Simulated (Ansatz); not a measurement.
Geometry optimisation, Ansatz, RKS BHLYP/6-31G*.

input.yaml

```yaml
crystal:
  periodic: [false, false, false]
  atoms:
    - { symbol: B, position_ang: [-0.123711, -0.132751, -0.077334] }
    - { symbol: H, position_ang: [-0.11753, -0.468597, 1.062179] }
    - { symbol: F, position_ang: [1.016043, 0.278294, -0.643696] }
    - { symbol: "N", position_ang: [-1.27722, -0.211091, -0.848646] }
    - { symbol: H, position_ang: [-2.147054, -0.558047, -0.498173] }
    - { symbol: H, position_ang: [-1.294951, 0.05276, -1.815143] }
    - { symbol: "N", position_ang: [-0.208389, 2.241899, 1.326138] }
    - { symbol: H, position_ang: [-0.992667, 2.316906, 0.695961] }
    - { symbol: H, position_ang: [0.627866, 2.303402, 0.765321] }
    - { symbol: H, position_ang: [-0.229287, 1.285325, 1.705792] }
basis:
  gaussian: { orbitals: "6-31G*" }
hamiltonian:
  xc: { name: BHLYP }
relax:
  f_tol: 0.03
  max_steps: 50
```

Run as:

```bash
$ ansatz run input.yaml --threads 1 --pin off --max-ram 2048MiB --backend cpu --events-out ev --progress --plain --runs-dir out
```

Question: Where does it end, and by what steps?

Answer: The forces met the threshold. After 14 steps the energy has fallen by 0.180 eV; H10 moved furthest, 0.96 Å.

| step | energy less start (eV) | largest force component (eV/Å) | accepted |
| --- | --- | --- | --- |
| 0 | 0.0000 | 1.202 | yes |
| 1 | -0.1231 | 0.438 | yes |
| 2 | -0.0732 | 1.254 | no |
| 3 | -0.1443 | 0.204 | yes |
| 4 | -0.1562 | 0.156 | yes |
| 5 | -0.1631 | 0.356 | yes |
| 6 | -0.1725 | 0.122 | yes |
| 7 | -0.1747 | 0.238 | yes |
| 8 | -0.1746 | 0.281 | no |
| 9 | -0.1767 | 0.089 | yes |
| 10 | -0.1781 | 0.065 | yes |
| 11 | -0.1787 | 0.129 | yes |
| 12 | -0.1792 | 0.040 | yes |
| 13 | -0.1792 | 0.058 | yes |
| 14 | -0.1795 | 0.008 | yes |

```xyz
10
Properties=species:S:1:pos:R:3
B -0.132 -0.412 -0.173
H -0.104 -1.074 0.812
F 0.977 0.226 -0.553
N -1.284 -0.285 -0.937
H -2.134 -0.764 -0.716
H -1.316 0.249 -1.784
N -0.171 2.575 1.281
H -1.049 2.283 0.882
H 0.552 2.199 0.687
H -0.086 2.111 2.172
```

Time of the run: 47 s on 1 thread of Arm Neoverse V1, on a shared host, peak memory 0.14 GiB.
